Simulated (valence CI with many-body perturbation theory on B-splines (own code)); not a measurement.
**Hf57+: electric-dipole lines**

Method: configuration interaction combined with many-body perturbation theory (CI+MBPT): five valence electrons over a frozen Dirac-Fock core [Ne], radial functions for each j: 9 s, 9 p, 8 d, 6 f, 3 g, 1 h, with the one-electron correlation potential Σ1 (screened to all orders), the two-electron term Σ2, the three-electron term Σ3, Breit, model QED; selected single and double excitations, second order for the rest (own B-spline code, finite nucleus).

No measured spectrum was set against this ion. As an estimate, large intervals hold to a few tenths of a per cent, small ones and those within an open d or f shell to about a per cent. Among the levels kept, up to 550 cm⁻¹ of a level comes from second order outside the variational space, and about a tenth of that is noise between levels of different J, which matters for small intervals.

Lines 101 to 150 of 219 in falling wavelength, among levels below 843.66 eV, chosen from the strongest by gf and those to the six lowest levels. Wavelengths and rates use the calculated energies. Electric multipoles are in the length gauge, E1 and E2 with the static RPA response of the core. Weak lines are less certain than strong ones. Lines between different terms over intervals too small for the method are left out, as are lines whose strength nearly cancels. The highest levels of a list are the least certain.

Levels are named by their leading jj configuration (3d3/2^4 stands for four electrons in 3d with j = 3/2), which in mixed levels can hold well under half, so a name can repeat and another be missing. Letters in brackets count levels of one name in rising energy.

| λ vac (nm) | Upper | Lower | A (s⁻¹) | S (a.u.) with core polarisation | S without |
| --- | --- | --- | --- | --- | --- |
| 5.203 | (3s^2 3p1/2 3d3/2 3d5/2) J=9/2 | (3s^2 3p1/2 3p3/2 3d5/2) J=9/2 | 1.65e+10 | 1.15e-02 | 1.17e-02 |
| 5.185 | (3s^2 3p1/2 3d3/2^2) J=3/2 | (3s^2 3p1/2 3p3/2 3d3/2) J=5/2 [b] | 7.25e+09 | 1.99e-03 | 2.02e-03 |
| 5.100 | (3s^2 3p1/2 3p3/2 3d3/2) J=1/2 [b] | (3s^2 3p1/2 3p3/2^2) J=1/2 | 4.91e+08 | 6.43e-05 | 6.59e-05 |
| 5.091 | (3s^2 3p1/2 3p3/2 3d3/2) J=3/2 [b] | (3s^2 3p1/2 3p3/2^2) J=1/2 | 9.02e+08 | 2.35e-04 | 2.38e-04 |
| 5.057 | (3s 3p1/2^2 3p3/2 3d3/2) J=3/2 [b] | (3s 3p1/2^2 3p3/2^2) J=5/2 | 3.82e+09 | 9.76e-04 | 9.88e-04 |
| 4.993 | (3s^2 3p1/2 3p3/2 3d3/2) J=5/2 [b] | (3s^2 3p1/2 3p3/2^2) J=5/2 | 2.83e+09 | 1.04e-03 | 1.06e-03 |
| 4.799 | (3s^2 3p1/2 3p3/2 3d3/2) J=3/2 [b] | (3s^2 3p1/2 3p3/2^2) J=5/2 | 1.20e+09 | 2.61e-04 | 2.67e-04 |
| 4.772 | (3s^2 3p1/2 3p3/2 3d3/2) J=5/2 [b] | (3s^2 3p1/2 3p3/2^2) J=3/2 | 1.15e+08 | 3.70e-05 | 3.77e-05 |
| 4.728 | (3s^2 3p1/2 3d3/2 3d5/2) J=5/2 | (3s^2 3p1/2 3p3/2 3d3/2) J=3/2 [b] | 3.27e+09 | 1.02e-03 | 1.04e-03 |
| 4.603 | (3s^2 3p1/2 3p3/2 3d3/2) J=1/2 [b] | (3s^2 3p1/2 3p3/2^2) J=3/2 | 7.77e+09 | 7.48e-04 | 7.58e-04 |
| 4.595 | (3s^2 3p1/2 3p3/2 3d3/2) J=3/2 [b] | (3s^2 3p1/2 3p3/2^2) J=3/2 | 6.78e+07 | 1.30e-05 | 1.34e-05 |
| 4.484 | (3s^2 3p1/2 3p3/2 3d5/2) J=3/2 [a] | (3s^2 3p1/2 3p3/2^2) J=1/2 | 1.54e+09 | 2.74e-04 | 2.77e-04 |
| 4.481 | (3s 3p1/2^2 3p3/2 3d5/2) J=5/2 [a] | (3s 3p1/2^2 3p3/2^2) J=3/2 | 3.12e+09 | 8.31e-04 | 8.44e-04 |
| 4.434 | (3s^2 3p1/2 3p3/2 3d5/2) J=7/2 [a] | (3s^2 3p1/2 3p3/2^2) J=5/2 | 8.98e+08 | 3.09e-04 | 3.13e-04 |
| 4.360 | (3s 3p1/2^2 3p3/2 3d5/2) J=3/2 [a] | (3s 3p1/2^2 3p3/2^2) J=1/2 | 1.66e+10 | 2.72e-03 | 2.75e-03 |
| 4.336 | (3s 3p1/2^2 3p3/2 3d5/2) J=3/2 [a] | (3s 3p1/2^2 3p3/2^2) J=3/2 | 5.22e+10 | 8.40e-03 | 8.50e-03 |
| 4.309 | (3s 3p1/2^2 3p3/2 3d5/2) J=5/2 [b] | (3s^2 3p1/2 3p3/2 3d3/2) J=3/2 [a] | 6.94e+09 | 1.64e-03 | 1.66e-03 |
| 4.256 | (3s^2 3p1/2 3p3/2 3d5/2) J=3/2 [a] | (3s^2 3p1/2 3p3/2^2) J=5/2 | 1.76e+10 | 2.68e-03 | 2.72e-03 |
| 4.206 | (3s^2 3p1/2 3p3/2 3d5/2) J=5/2 [a] | (3s^2 3p1/2 3p3/2^2) J=5/2 | 8.24e+10 | 1.82e-02 | 1.84e-02 |
| 4.176 | (3s^2 3p1/2 3d3/2 3d5/2) J=7/2 | (3s^2 3p1/2 3p3/2 3d3/2) J=7/2 | 4.57e+10 | 1.31e-02 | 1.33e-02 |
| 4.122 | (3s^2 3p1/2 3d3/2 3d5/2) J=5/2 | (3s^2 3p1/2 3p3/2 3d3/2) J=7/2 | 1.74e+10 | 3.61e-03 | 3.66e-03 |
| 4.095 | (3s^2 3p1/2 3p3/2 3d5/2) J=3/2 [a] | (3s^2 3p1/2 3p3/2^2) J=3/2 | 1.34e+11 | 1.81e-02 | 1.84e-02 |
| 4.093 | (3s^2 3p1/2 3d3/2^2) J=3/2 | (3s 3p1/2^2 3p3/2^2) J=3/2 | 7.46e+09 | 1.01e-03 | 1.02e-03 |
| 4.057 | (3s^2 3p1/2^2 3d5/2) J=5/2 | (3s^2 3p1/2^2 3p3/2) J=3/2 | 2.02e+11 | 3.99e-02 | 4.04e-02 |
| 4.056 | (3s 3p1/2^2 3p3/2 3d5/2) J=5/2 [a] | (3s 3p1/2^2 3p3/2^2) J=5/2 | 1.47e+11 | 2.92e-02 | 2.95e-02 |
| 4.048 | (3s^2 3p1/2 3p3/2 3d5/2) J=5/2 [a] | (3s^2 3p1/2 3p3/2^2) J=3/2 | 4.68e+10 | 9.19e-03 | 9.31e-03 |
| 4.031 | (3s 3p1/2^2 3p3/2 3d5/2) J=1/2 | (3s 3p1/2^2 3p3/2^2) J=1/2 | 2.60e+11 | 1.68e-02 | 1.70e-02 |
| 4.015 | (3s^2 3p1/2 3d3/2 3d5/2) J=7/2 | (3s^2 3p1/2 3p3/2 3d3/2) J=5/2 [a] | 1.86e+11 | 4.75e-02 | 4.81e-02 |
| 4.010 | (3s 3p1/2^2 3p3/2 3d5/2) J=1/2 | (3s 3p1/2^2 3p3/2^2) J=3/2 | 2.27e+10 | 1.44e-03 | 1.46e-03 |
| 4.007 | (3s^2 3p1/2 3p3/2 3d5/2) J=3/2 [b] | (3s^2 3p1/2 3p3/2^2) J=1/2 | 2.29e+11 | 2.91e-02 | 2.95e-02 |
| 4.006 | (3s^2 3p1/2 3d3/2 3d5/2) J=5/2 | (3s^2 3p1/2 3p3/2 3d3/2) J=3/2 [a] | 1.41e+11 | 2.69e-02 | 2.72e-02 |
| 3.990 | (3s^2 3p1/2 3d3/2 3d5/2) J=9/2 | (3s^2 3p1/2 3p3/2 3d3/2) J=7/2 | 2.44e+11 | 7.66e-02 | 7.76e-02 |
| 3.965 | (3s^2 3p1/2 3d3/2 3d5/2) J=5/2 | (3s^2 3p1/2 3p3/2 3d3/2) J=5/2 [a] | 1.20e+11 | 2.21e-02 | 2.23e-02 |
| 3.959 | (3s^2 3p1/2 3p3/2 3d5/2) J=1/2 | (3s^2 3p1/2 3p3/2^2) J=1/2 | 3.58e+11 | 2.19e-02 | 2.22e-02 |
| 3.958 | (3s 3p1/2^2 3p3/2 3d5/2) J=7/2 [a] | (3s 3p1/2^2 3p3/2^2) J=5/2 | 2.47e+11 | 6.05e-02 | 6.12e-02 |
| 3.945 | (3s 3p1/2^2 3p3/2 3d5/2) J=5/2 [b] | (3s 3p1/2^2 3p3/2^2) J=3/2 | 3.80e+11 | 6.92e-02 | 7.01e-02 |
| 3.939 | (3s 3p1/2^2 3p3/2 3d5/2) J=3/2 [b] | (3s 3p1/2^2 3p3/2^2) J=1/2 | 1.83e+11 | 2.21e-02 | 2.24e-02 |
| 3.937 | (3s 3p1/2^2 3p3/2 3d5/2) J=3/2 [a] | (3s 3p1/2^2 3p3/2^2) J=5/2 | 4.18e+10 | 5.04e-03 | 5.11e-03 |
| 3.936 | (3s^2 3p1/2 3p3/2 3d5/2) J=5/2 [b] | (3s^2 3p1/2 3p3/2^2) J=5/2 | 1.05e+11 | 1.89e-02 | 1.91e-02 |
| 3.926 | (3s^2 3p1/2 3d3/2 3d5/2) J=3/2 | (3s^2 3p1/2 3p3/2 3d3/2) J=3/2 [a] | 1.77e+11 | 2.12e-02 | 2.15e-02 |
| 3.925 | (3s^2 3p1/2 3p3/2 3d5/2) J=7/2 [b] | (3s^2 3p1/2 3p3/2^2) J=5/2 | 4.21e+11 | 1.01e-01 | 1.02e-01 |
| 3.924 | (3s^2 3p1/2 3d3/2 3d5/2) J=3/2 | (3s^2 3p1/2 3p3/2 3d3/2) J=1/2 [a] | 1.04e+11 | 1.25e-02 | 1.26e-02 |
| 3.919 | (3s 3p1/2^2 3p3/2 3d5/2) J=3/2 [b] | (3s 3p1/2^2 3p3/2^2) J=3/2 | 2.83e+10 | 3.36e-03 | 3.41e-03 |
| 3.901 | (3s^2 3p1/2 3d3/2 3d5/2) J=1/2 | (3s^2 3p1/2 3p3/2 3d3/2) J=3/2 [a] | 7.44e+10 | 4.36e-03 | 4.42e-03 |
| 3.900 | (3s^2 3p1/2 3d3/2 3d5/2) J=1/2 | (3s^2 3p1/2 3p3/2 3d3/2) J=1/2 [a] | 2.65e+11 | 1.55e-02 | 1.57e-02 |
| 3.890 | (3s^2 3p3/2^3) J=3/2 | (3s^2 3p1/2^2 3d5/2) J=5/2 | 5.17e+06 | 6.01e-07 | 6.09e-07 |
| 3.886 | (3s^2 3p1/2 3d3/2 3d5/2) J=3/2 | (3s^2 3p1/2 3p3/2 3d3/2) J=5/2 [a] | 4.14e+10 | 4.80e-03 | 4.87e-03 |
| 3.824 | (3s^2 3p1/2 3p3/2 3d5/2) J=3/2 [b] | (3s^2 3p1/2 3p3/2^2) J=5/2 | 6.08e+10 | 6.72e-03 | 6.81e-03 |
| 3.798 | (3s^2 3p1/2 3p3/2 3d5/2) J=5/2 [b] | (3s^2 3p1/2 3p3/2^2) J=3/2 | 5.51e+11 | 8.94e-02 | 9.06e-02 |
| 3.759 | (3s 3p1/2^2 3p3/2 3d5/2) J=7/2 [b] | (3s 3p1/2^2 3p3/2^2) J=5/2 | 1.46e+11 | 3.06e-02 | 3.10e-02 |
